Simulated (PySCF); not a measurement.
# Frontier levels across methods

C₂H₈N₂OSi.
Cartesian coordinates in Å at the PBE0-D3(BJ)/def2-SVP level; atoms count from 1:
```xyz
14
C2H8N2OSi angstrom
N     -0.7011    1.4813   -0.6007
Si    -0.6687    0.0493    0.3441
N     -2.0965   -0.8615    0.0659
C      0.9601   -0.7684   -0.2457
C      2.1225    0.1171    0.0185
O      2.3544    1.1373   -0.5883
H     -1.3967    2.2042   -0.4630
H      0.1958    1.8544   -0.9046
H     -0.5918    0.1632    1.8375
H     -2.4633   -1.5061    0.7541
H     -2.4275   -1.0646   -0.8693
H      0.8269   -0.8832   -1.3345
H      1.0773   -1.7553    0.2247
H      2.7842   -0.1861    0.8717
```

Basis pcSseg-1 throughout (PySCF), one geometry. The structure is a single PBE0-D3(BJ)/def2-SVP conformer in the gas phase; no vibrational or solvent corrections.

Problem. How do the orbital energies, the gap and the dipole change with the method?

Solution. 
| method | kind | HOMO (eV) | LUMO (eV) | gap (eV) | μ (D) | SCF cycles |
| --- | --- | --- | --- | --- | --- | --- |
| BLYP | GGA | -5.47 | -1.57 | 3.90 | 2.87 | 15 |
| OPBE | GGA | -5.53 | -1.58 | 3.95 | 2.85 | 16 |
| PBE | GGA | -5.57 | -1.70 | 3.87 | 2.88 | 15 |
| B97-D | GGA | -5.62 | -1.62 | 3.99 | 2.90 | 15 |
| BP86 | GGA | -5.70 | -1.80 | 3.90 | 2.92 | 16 |
| LDA | LDA | -5.71 | -1.96 | 3.75 | 3.01 | 15 |
| KT3 | GGA | -5.73 | -1.64 | 4.09 | 2.82 | 16 |
| KT2 | GGA | -5.74 | -1.68 | 4.06 | 2.87 | 15 |
| B97-2 | global hybrid | -6.84 | -0.69 | 6.15 | 2.94 | 13 |
| B3LYP | global hybrid | -6.85 | -0.87 | 5.98 | 2.93 | 15 |
| PBE0 | global hybrid | -7.10 | -0.61 | 6.48 | 2.95 | 14 |
| mPW1PW91 | global hybrid | -7.14 | -0.63 | 6.51 | 2.96 | 14 |
| BHandHLYP | global hybrid | -8.47 | 0.61 | 9.07 | 3.04 | 13 |
| CAM-B3LYP | range-separated hybrid | -8.50 | 0.60 | 9.10 | 2.95 | 14 |
| wB97X-D | range-separated hybrid | -9.01 | 1.24 | 10.25 | 2.98 | 14 |
| LC-wPBE | range-separated hybrid | -9.85 | 1.83 | 11.68 | 2.94 | 15 |
| HF | Hartree–Fock | -10.58 | 3.58 | 14.16 | 3.21 | 12 |

The HOMO spans 5.10 eV, from BLYP down to HF, and the gap runs from 3.75 eV (LDA) to 14.16 eV (HF). Over the methods BLYP (0 %), OPBE (0 %), PBE (0 %), B97-D (0 %), BP86 (0 %), LDA (0 %), KT3 (0 %), KT2 (0 %), B97-2 (21 %), B3LYP (20 %), PBE0 (25 %), mPW1PW91 (25 %), BHandHLYP (50 %), HF (100 %), a straight line through the gap against the share of exact exchange rises by 1.02 eV for each 10 % (correlation coefficient 1.000). The dipole ranges from 2.82 D (KT3) to 3.21 D (HF). This basis has no diffuse functions.
